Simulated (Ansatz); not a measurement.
`C[SiH2][SiH](O)Cl` → `C[SiH2]O` + `[SiH]Cl` at 700 K and 1 bar (silylene formation by 1,1-elimination).

Isolated molecules relaxed with PBE0-D4/def2-TZVP in Ansatz; ΔE leaves out vibrations. CCSD(T)/CBS is the MP2 limit (def2-TZVPP, def2-QZVPP) plus CCSD(T) − MP2 in def2-TZVPP, frozen cores. This one scheme is used for every species. Each species was taken in one conformer, which may not be the lowest.

```tsv
species	CCSD(T)/CBS energy (Eh)	H − E (kJ/mol)	S (J/(mol·K))
`C[SiH2][SiH](O)Cl`	-1155.48620	302.4	533.6
`C[SiH2]O`	-405.96945	239.4	390.4
`[SiH]Cl`	-749.43948	49.2	290.2
```

H − E and S are ideal-gas, rigid-rotor, harmonic terms from PBE0-D4/def2-TZVP, for one conformer and one mirror image of each species. 1 Eh = 2625.50 kJ/mol, R = 8.31446 J/(mol·K).

By hand: ΔE, ΔH, ΔS and ΔG.

ΔE = (-405.96945) + (-749.43948) − (-1155.48620) = 0.07727 Eh = 202.9 kJ/mol. Δ(H − E) = 239.4 + 49.2 − 302.4 = -13.8, so ΔH = 189.1 kJ/mol. ΔS = 390.4 + 290.2 − 533.6 = 147.0 J/(mol·K). ΔG = 189.1 − 700 × (147.0)/1000 = 86.2 kJ/mol.

By hand: the equilibrium constant, and the temperature at which ΔG would vanish if ΔH and ΔS stayed fixed.

log₁₀ K = −ΔG/(RT ln 10) = -6.4. ΔG = 0 at ΔH/ΔS = 1286 K.

The number of gas molecules changes by +1, which sets the sign of ΔS. A doubt of 5 kJ/mol in ΔE shifts log₁₀ K by 0.4 here. Other conformers and mirror images would add mixing entropy, several J/(mol·K) or more a flexible species. Modes under 60 cm⁻¹, often nearly free rotors, make the harmonic entropy too high. These are equilibria of isolated gas molecules and say nothing of rates. Largest T1 diagnostic: 0.013 (customary marks: 0.02 for closed shells, 0.045 for open ones).
